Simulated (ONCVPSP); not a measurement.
# strontium (Sr) ONCV: all-electron and pseudo phase curves

Sr (Z = 38), optimised norm-conserving Vanderbilt (ONCV), made with ONCVPSP 4.0.1 (PBEsol, fully relativistic). Core [Ar] 3d10, reference 4s2 4p6 4d1 5s1. Waves: 4s+5s: rc 2.65 bohr, ncon 3, nbas 6, qcut 4.4 1/bohr, 3 projectors, debl 3.5 Ha; 4p: rc 2.00 bohr, ncon 4, nbas 8, qcut 6.1 1/bohr, 3 projectors, debl 3.5 Ha; 4d: rc 4.00 bohr, ncon 4, nbas 9, qcut 3.8 1/bohr, 2 projectors, debl 1 Ha. Local part: polynomial inside 1.65 bohr (lpopt 5, dvloc0 6 Ha). Core correction: Teter function, fcfact 2.75, rcfact 1.45.

Open shells are filled in proportion to 2j + 1.

The phase is arctan(r·R′/R) of the radial function R(r), unwrapped; energies in Ha, scanned from -3 to 5 Ha. A pole is an energy at which the radial function vanishes at the test radius. The pseudo phase is shifted by a multiple of π to meet the all-electron one at the reference energy, and phase errors are pseudo minus all-electron; the curves can meet again beyond the range given. Levels narrower than the energy grid can be missing from the lists of poles.

Q: For each channel, where are the poles, and over which energies does the pseudopotential scatter like the atom?

A:

```tsv
channel	radius (bohr)	reference energy (Ha)	poles, all-electron	poles, pseudo	unbroken range about the reference energy with phases within 0.05 rad	phase error 1 Ha above the reference energy (rad)
s	2.69	-0.12	-1.40, 1.83	-1.40, 1.83	the whole range	-0.000
p3/2	2.03	-0.79	-0.10	-0.10	the whole range	+0.000
p1/2	2.03	-0.83	-0.19	-0.19	the whole range	+0.000
d5/2	4.06	-0.03	0.10, 1.22, 3.12	0.10, 1.23, 3.57	below 1.8	+0.000
d3/2	4.06	-0.03	0.10, 1.22, 3.11	0.10, 1.22, 3.56	below 1.8	+0.000
```

Phases in the d3/2 channel:

```tsv
E (Ha)	all-electron	pseudo
-2.98	1.458	1.458
-2.54	1.448	1.448
-2.10	1.434	1.433
-1.66	1.413	1.413
-1.22	1.382	1.382
-0.78	1.321	1.321
-0.34	1.111	1.111
0.10	-1.583	-1.582
0.54	-3.874	-3.860
0.98	-4.625	-4.625
1.42	-4.778	-4.774
1.86	-5.180	-5.047
2.30	-7.630	-7.461
2.74	-7.796	-7.743
3.18	-7.863	-7.815
3.62	-7.934	-7.859
4.06	-8.181	-7.903
4.50	-10.723	-7.979
4.94	-10.914	-8.467
```
